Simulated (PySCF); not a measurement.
# Correlation energy of Re⁻ (rhenium, charge -1)

[Xe] 4f14 5d6 6s2, high-spin 5D determinant. Calculation: PySCF 2.14, in def2-QZVPPD with the def2 core potential (60 electrons); scalar relativity through the core potential. Frozen: nothing; 16 electrons correlated.

MP2 pair energies summed by pair of shells (mhartree):

| pair | energy | share (%) |
| --- | --- | --- |
| 5p-5d | -144.25 | 30.6 |
| 5d-5d | -105.38 | 22.4 |
| 5p-5p | -74.84 | 15.9 |
| 5d-6s | -61.87 | 13.1 |
| 5s-5p | -29.04 | 6.2 |
| 5s-5d | -17.33 | 3.7 |
| 5p-6s | -16.89 | 3.6 |
| 6s-6s | -15.38 | 3.3 |
| 5s-5s | -4.77 | 1.0 |
| 5s-6s | -0.88 | 0.2 |

Total MP2 correlation energy: -470.64 mhartree.

Same-spin part -158.07 and opposite-spin part -312.58 mhartree; SCS-MP2 scales them by 1/3 and 6/5 to -427.78 mhartree.

The basis has no tight functions for the innermost shells, so their pair energies are far from complete.

The Hartree-Fock reference does not bind the outermost electron (its level is positive or very diffuse), so these energies belong to a reference that the basis holds together.

This basis was not built for core-valence correlation, so the inner-shell part is incomplete.
